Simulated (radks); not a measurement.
The platinum anion Pt2-, [Hg], held by a Watson sphere: a shell of charge +2 at radius R that stands for the Madelung well of a crystal (potential energy -2/R inside, -2/r outside, in hartree with lengths in bohr). Method: scalar-relativistic Kohn-Sham, LDA (Slater exchange, Perdew-Wang correlation), spin-polarised, spherical densities, finite nucleus; Fermi nuclear charge, rms radius of each element as measured or else 0.836 A^(1/3) + 0.57 fm; computed with a radial shooting solver on a logarithmic mesh with Libxc functionals. Response by self-consistent Sternheimer equations with the Hartree and adiabatic LDA kernel, the relativistic mass of each level held fixed and spin-orbit coupling left out. The sphere does not respond.

| R (bohr) | e(5p) (eV) | e(6s) (eV) | e(5d) (eV) | <r> 5d (bohr) | sum of <r^2> (bohr^2) | X-ray form factor at sin(theta)/lambda = 0.3 1/angstrom | alpha (bohr^3) |
|---|---|---|---|---|---|---|---|
| 3.21 | -54.346 | -6.533 | -5.238 | 1.847 | 83.75 | 58.426 | 63.11 |
| 3.51 | -53.914 | -6.082 | -4.715 | 1.867 | 86.51 | 58.444 | 72.75 |
| 3.93 | -53.362 | -5.467 | -4.065 | 1.890 | 90.28 | 58.463 | 88.67 |
| 4.69 | -52.508 | -4.478 | -3.097 | 1.921 | 96.90 | 58.481 | 126.4 |
| 5.28 | -51.964 | -3.839 | -2.502 | 1.941 | 102.0 | 58.488 | 166.8 |
| 5.57 | -51.732 | -3.563 | -2.251 | 1.949 | 104.6 | 58.490 | 191.5 |
